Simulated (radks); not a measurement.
Numerical settings for the hafnium ion Hf3+, [Xe] 4f14 5d1. Calculated with a radial shooting solver on a logarithmic mesh with Libxc functionals: Dirac Kohn-Sham, BLYP, spin-unpolarised, spherical densities, point nucleus; open shells fill j = l - 1/2 first. The defaults (mesh step 0.008 in ln r, mesh end at 40 bohr or more with all orbitals vanishing there, Anderson mixing 0.5 over 9 steps, residual threshold near 1e-9 with the energy settled to 1e-9 hartree or 1e-11 of itself, here a cap of 87 iterations) give E = -15097.0125 hartree and 5d3/2 at -27.463 eV in 16 iterations. Run on one thread of a shared host, so times are rough (Arm Neoverse N1): 0.26 s of CPU time, 0.26 s wall, 16 iterations on 2501 mesh points. Changes against that run (0 stands for a change within the tolerance of the run):

\begin{tabular}{lrrrrr}
setting & iterations & converged & E (mhartree) & e(5d3/2) (meV) & CPU (s) \\ \hline
mesh step in ln r 0.2 & 4 & no & diverged & - & 0.01 \\
mesh step in ln r 0.03 & 16 & yes & +0.00539 & 0 & 0.09 \\
mesh step in ln r 0.12 & 4 & no & diverged & - & 0.02 \\
mesh end (bohr) 20 & 16 & yes & 0 & 0 & 0.25 \\
mesh end (bohr) 3 & 14 & yes & +335 & +6.89e+03 & 0.21 \\
residual threshold 1e-13 & 22 & yes & 0 & 0 & 0.31 \\
residual threshold 0.1 & 11 & yes & 0 & +0.0724 & 0.21 \\
mixing 1 & 12 & yes & 0 & 0 & 0.21 \\
linear mixing, mixing 0.8 & 87 & no & +8.13e+04 & -1.73e+05 & 2.6 \\
linear mixing, mixing 0.2 & 87 & yes & 0 & 0 & 0.91 \\
mixing history 20 & 22 & yes & 0 & 0 & 0.31 \\
iteration cap 2 & 2 & no & +5.94e+03 & -2.93e+04 & 0.05 \\
\end{tabular}

Settings that end as converged yet miss the energy by more than 1 mhartree: mesh end (bohr) 3 (+0.335 hartree). A mesh that ends early acts as a hard wall.
